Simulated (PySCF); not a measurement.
## Worked example: entropy of an ideal gas

(E)-1-chloro-1-fluoroprop-1-ene (C3H4ClF), SMILES C/C=C(\F)Cl.

Coordinates come from a B3LYP-D3(BJ)/def2-SVP optimisation.

B3LYP-D3(BJ)/def2-SVP (PySCF) gives the harmonic wavenumbers 142, 209, 229, 381, 465, 560, 767, 824, 998, 1046, 1062, 1154, 1326, 1401, 1459, 1461, 1761, 3025, 3085, 3142, 3204 cm⁻¹ and the rotational temperatures 0.4196, 0.1146, 0.0911 K. The molar mass is 94.51 g/mol, the symmetry number 1, the spin multiplicity 1.

Q: Work out the entropy at 298.15 K and 1 atm in the rigid-rotor, harmonic-oscillator model.

A: 
Translation (Sackur–Tetrode at 1 atm): S = R[1.5 ln M + 2.5 ln T − 1.16487] = 165.5 J/(mol K).
Rotation: q = (√π/σ) T^1.5/√(θA θB θC) = 138000, S = R[ln q + 3/2] = 110.9 J/(mol K).
Vibration: with u = 1.4388 ν/T, each mode gives R[u/(e^u − 1) − ln(1 − e^−u)]:
```csv
ν (cm⁻¹),modes,u,S (J/(mol K))
142,1,0.69,11.62
209,1,1.01,8.59
229,1,1.11,7.89
381,1,1.84,4.33
465,1,2.24,3.15
560,1,2.70,2.19
767,1,3.70,0.99
824,1,3.98,0.79
998,1,4.82,0.39
1046,1,5.05,0.32
1062,1,5.12,0.30
1154,1,5.57,0.21
1326,1,6.40,0.10
1401,1,6.76,0.07
1459,1,7.04,0.06
1461,1,7.05,0.06
1761,1,8.50,0.02
```
The stiffer modes add less than 0.005 each. Sum 41.1 J/(mol K).
Spin: R ln 1 = 0.0 J/(mol K).
Total 317.4 J/(mol K); the program's own thermochemistry gives 317.5. Translation makes up 52 % and vibration 13 %. Anharmonicity, hindered rotation and orbital degeneracy are left out.
